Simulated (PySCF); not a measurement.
PySCF job for F₅V, SMILES [F][V-]([F])([F])([F])[F] (connectivity only; charge and spin as stated), charge -1, multiplicity 2, B3LYP-D3(BJ)/def2-SVPD. The structure is a stationary point at B3LYP-D3(BJ)/def2-SVPD. The geometry has at least one imaginary mode, so it is a saddle point at that level. The spin state was assumed, not searched.

```python
import numpy as np
from pyscf import gto, scf, dft, df
from pyscf.hessian import thermo

mol = gto.M(
    atom='''
    V    -0.00000000   -0.00000000    0.02557789
    F    -0.00000001   -1.84086755    0.03087678
    F     0.00000001    1.84086755    0.03087680
    F     1.57754618   -0.00000002    0.81662021
    F     0.00000001    0.00000002   -1.76035971
    F    -1.57754619    0.00000001    0.81662020
    ''',
    basis='def2-SVPD',
    charge=-1,
    spin=1,
    max_memory=1600,
    verbose=3,
)
mf = dft.UKS(mol, xc='b3lyp').density_fit(auxbasis='def2-universal-jkfit')
mf.disp = 'd3bj'
mf.grids.level = 3
mf.conv_tol = 1e-11
mf.max_cycle = 100
mf.kernel()
fine, coarse = mf.grids, dft.Grids(mol).set(level=1).build(with_non0tab=True)
for _ in range(3):  # follow internal instabilities
    mf.grids = coarse
    mo, _, stable, _ = mf.stability(return_status=True, nroots=4)
    mf.grids = fine
    if stable:
        break
    mf.kernel(mf.make_rdm1(mo, mf.mo_occ))

# [left out here: the lines that compute and print the analytic Hessian (its translational invariance restored by hand, since the grid's response is missing), thermochemistry and intensities]
```

Log of the run:

```

WARN: HOMO -0.251372592762268 >= LUMO -0.251372592762267

converged SCF energy = -1443.12488401813  <S^2> = 0.75414648  2S+1 = 2.0041422
<class 'pyscf.df.df_jk.DFUKS'> wavefunction is stable in the internal stability analysis

WARN: DFTD3 does not support analytical Hessian, using finite difference


WARN: Mole.unit (angstrom) is changed to Bohr

Mode                                 0                   1                   2
Irrep
Freq [cm^-1]                      -79.8031            134.9683            198.7761
Reduced mass [au]                  20.0337             19.0648             22.9901
Force const [Dyne/A]               -0.0752              0.2046              0.5352
Char temp [K]                    -114.8188            194.1894            285.9946
Normal mode                   x     y     z       x     y     z       x     y     z
       0   V                -0.04 -0.00  0.00   -0.00 -0.00 -0.01   -0.07 -0.00  0.00
       1   F                -0.05  0.00  0.00   -0.00  0.00 -0.09    0.13 -0.00 -0.00
       2   F                -0.05 -0.00  0.00   -0.00 -0.00 -0.09    0.13  0.00 -0.00
       3   F                 0.02 -0.00 -0.08   -0.07  0.00  0.11   -0.04  0.00 -0.03
       4   F                 0.17  0.00  0.00    0.00 -0.00 -0.02    0.02  0.00  0.00
       5   F                 0.02 -0.00  0.08    0.07  0.00  0.11   -0.04 -0.00  0.03
Mode                                 3                   4                   5
Irrep
Freq [cm^-1]                      251.0099            277.3603            281.1526
Reduced mass [au]                  19.3050             18.9984             22.2164
Force const [Dyne/A]                0.7166              0.8611              1.0347
Char temp [K]                     361.1473            399.0598            404.5159
Normal mode                   x     y     z       x     y     z       x     y     z
       0   V                 0.00 -0.02 -0.00    0.00  0.00  0.00   -0.00 -0.00 -0.07
       1   F                 0.00 -0.03  0.10   -0.11  0.00  0.00    0.00  0.00  0.10
       2   F                -0.00 -0.03 -0.10    0.11  0.00 -0.00    0.00 -0.00  0.10
       3   F                -0.00 -0.03  0.00    0.00  0.12  0.00   -0.06  0.00  0.03
       4   F                -0.00  0.17 -0.00    0.00 -0.00  0.00    0.00 -0.00 -0.09
       5   F                 0.00 -0.03  0.00   -0.00 -0.12  0.00    0.06  0.00  0.03
Mode                                 6                   7                   8
Irrep
Freq [cm^-1]                      299.8277            507.6018            596.0700
Reduced mass [au]                  21.0964             18.9989             23.2467
Force const [Dyne/A]                1.1174              2.8842              4.8664
Char temp [K]                     431.3853            730.3259            857.6121
Normal mode                   x     y     z       x     y     z       x     y     z
       0   V                -0.00 -0.06  0.00   -0.00 -0.00  0.00    0.08  0.00 -0.00
       1   F                -0.00 -0.07 -0.03   -0.00 -0.14 -0.00    0.01 -0.00  0.00
       2   F                 0.00 -0.07  0.03   -0.00  0.14 -0.00    0.01  0.00  0.00
       3   F                 0.00  0.12 -0.00   -0.06  0.00 -0.03   -0.12  0.00 -0.07
       4   F                 0.00  0.04  0.00    0.00  0.00  0.05    0.02 -0.00 -0.00
       5   F                -0.00  0.12 -0.00    0.06 -0.00 -0.03   -0.12  0.00  0.07
Mode                                 9                  10                  11
Irrep
Freq [cm^-1]                      619.4740            641.3654            705.6783
Reduced mass [au]                  26.8621             19.0198             25.6280
Force const [Dyne/A]                6.0735              4.6096              7.5193
Char temp [K]                     891.2852            922.7820           1015.3140
Normal mode                   x     y     z       x     y     z       x     y     z
       0   V                -0.00  0.10  0.00    0.00  0.00 -0.01   -0.00  0.00 -0.09
       1   F                -0.00 -0.12  0.00    0.00  0.07  0.00   -0.00 -0.01  0.01
       2   F                 0.00 -0.12 -0.00    0.00 -0.07  0.00   -0.00  0.01  0.01
       3   F                 0.00 -0.01  0.00   -0.11  0.00 -0.05    0.06 -0.00  0.04
       4   F                -0.00 -0.01 -0.00    0.00 -0.00  0.12   -0.00 -0.00  0.14
       5   F                -0.00 -0.01  0.00    0.11 -0.00 -0.05   -0.06  0.00  0.04
temperature 298.1500 [K]
pressure 101325.00 [Pa]
Rotational constants [GHz] 2.82583 2.37217 2.26298
Symmetry number 2
Zero-point energy (ZPE) 0.01028 [Eh]   26995.436 [J/mol]
                           tot       elec      trans        rot        vib
Entropy [J/mol/K]       341.954      5.763    170.894    109.094     56.202
Cv [J/mol/K]             90.410      0.000     12.472     12.472     65.467
Cp [J/mol/K]             98.724      0.000     20.786     12.472     65.467
Internal energy [J/mol]                      3718.434   3718.434  37000.171
Internal energy [Eh]   -1443.10796  -1443.12488
Enthalpy [J/mol]                             6197.391   3718.434  37000.171
Enthalpy [Eh]          -1443.10701
Gibbs free energy [J/mol]                  -44754.696 -28808.037  20243.508
Gibbs free energy [Eh] -1443.14585
mode   freq/cm-1   IR/(km/mol)
   1      -79.80        34.700
   2      134.97         0.047
   3      198.78        73.733
   4      251.01         1.442
   5      277.36         0.000
   6      281.15        11.350
   7      299.83         7.175
   8      507.60         0.185
   9      596.07       455.279
  10      619.47       440.974
  11      641.37         0.327
  12      705.68       241.486
max |gradient| / (hartree/bohr): 0.0003337727892702363
APT charges: [ 3.0757 -0.8235 -0.8235 -0.8279 -0.7741 -0.8279]
```

Self-consistency was reached. The end point has an imaginary mode, so it is no minimum.
